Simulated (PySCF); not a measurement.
Species: CH7BrGe2.
Numbering: `[CH3:1][Ge@@H:2]([GeH3:3])[Br:4]` (hydrogens: H5, H6, H7 on C1; H8 on Ge2; H9, H10, H11 on Ge3)

Computed with PySCF at CAM-B3LYP/def2-SVPD, non-relativistic, on one gas-phase PBE0-D3(BJ)/def2-SVP geometry that isn't relaxed in the solvent. The solvent is an IEF-PCM continuum (cavity from Bondi-type radii × 1.2), and excitations are vertical TDDFT with non-equilibrium linear response and a frozen core. The model holds no explicit solvent molecules, cavitation or dispersion. Spin–orbit coupling is left out although an atom past zinc is present.

Gas-phase singlets (H = HOMO, L = LUMO):

```csv
state,E (eV),λ (nm),f,leading configurations
S1,5.869,211,0.053,H→L 90%
S2,6.147,202,0.012,H-1→L 93%
S3,6.965,178,0.018,H→L+2 82%
S4,7.032,176,0.143,"H→L+1 54%, H-2→L 25%"
S5,7.246,171,0.032,"H→L+3 79%, H-2→L 10%"
```

Give the list for chloroform (ε = 4.711), n² = 2.09.

```
state  E (eV)  λ (nm)      f  leading configurations  change by rank (eV)
   S1   5.924     209  0.095                 H→L 91%               +0.055
   S2   6.281     197  0.020               H-1→L 94%               +0.134
   S3   7.006     177  0.111               H→L+2 89%               +0.041
   S4   7.100     175  0.223    H→L+1 62%, H-2→L 27%               +0.068
   S5   7.256     171  0.292    H-2→L 61%, H→L+1 25%               +0.010
```

How does the list change in water (ε = 78.36)?

```csv
state,E (eV),λ (nm),f,leading configurations,change by rank (eV)
S1,5.957,208,0.094,H→L 90%,+0.088
S2,6.344,195,0.021,H-1→L 93%,+0.197
S3,7.040,176,0.096,H→L+2 88%,+0.075
S4,7.150,173,0.209,"H→L+1 58%, H-2→L 31%",+0.118
S5,7.285,170,0.278,"H-2→L 56%, H→L+1 30%",+0.039
```

The ground-state energy changes by -0.118 eV from gas to water. By how much does the total energy of gas-phase S1 change?

E(S1) = E(S0) + excitation energy, so it changes by -0.118 + 0.088 = -0.030 eV: it is lowered less than the ground state, which is what a blue shift means. This is the vertical state, with the slow part of the continuum still set for S0.

How do the frontier levels move from gas to water?

| orbital | gas (eV) | solvent (eV) | change (eV) |
| --- | --- | --- | --- |
| LUMO+2 | 0.87 | 1.01 | +0.14 |
| LUMO+1 | 0.69 | 0.96 | +0.27 |
| LUMO | 0.24 | 0.33 | +0.09 |
| HOMO | -8.92 | -8.88 | +0.04 |
| HOMO-1 | -9.34 | -9.45 | -0.11 |
| HOMO-2 | -10.25 | -10.26 | -0.01 |
| HOMO-3 | -10.79 | -10.67 | +0.12 |

The HOMO–LUMO gap goes from 9.16 to 9.21 eV.
